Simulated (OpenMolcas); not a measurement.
Pt3+ among 6 point charges of -1.7 e arranged as a trigonal prism (D3h), with a polar angle of 55.0° against the regular 49.1°.

```
Program             : OpenMolcas
Method              : CASSCF
Basis               : ANO-RCC-VDZP [7s6p4d2f]
Scalar Hamiltonian  : DKH2, point nucleus
Active space        : 7 electrons in 5 orbitals (5d)
State averaging     : 2S+1 = 4 even, 10 roots; 2S+1 = 2 even, 40 roots
Spin-orbit coupling : RASSI with atomic mean-field integrals over the reference wave functions
```

All point charges move together. At R = 2.09 Å the first state of the same spin is 4576 cm-1, and at R = 2.24 Å it is 3318 cm-1.

**Question.** A third run gives 2647 cm-1. What distance was it run at?

**Answer.** With a power law R^-n the two known points give n = -ln(3318 / 4576) / ln(2.24 / 2.09) = 4.64. Then R = 2.09 × (4576 / 2647)^(1/4.64) = 2.352 Å. The run was at 2.35 Å, so the estimate is off by +0.002 Å.

An orbital doublet at a regular site is open to a Jahn-Teller distortion, which this geometry leaves out. Without dynamic correlation the repulsion within the d shell is too large (B by tens of per cent), so at a given field states of lower spin stand too high. Point charges give a weaker field than real ligands, and real ions of this kind are as a rule low spin; the high spin found here belongs to the model. Spin-orbit coupling mixes the spin-free states strongly: the lowest level takes only 69 % from its leading state, 4E (holds for R = 2.35). The ground term spreads over less than 5000 cm-1, several times less than with real ligands, so orbital moments are less quenched and χT lies further from the spin-only value than at real sites (holds for R = 2.35). This is an electrostatic model: the charges have no orbitals. No measured value stands beside these numbers.
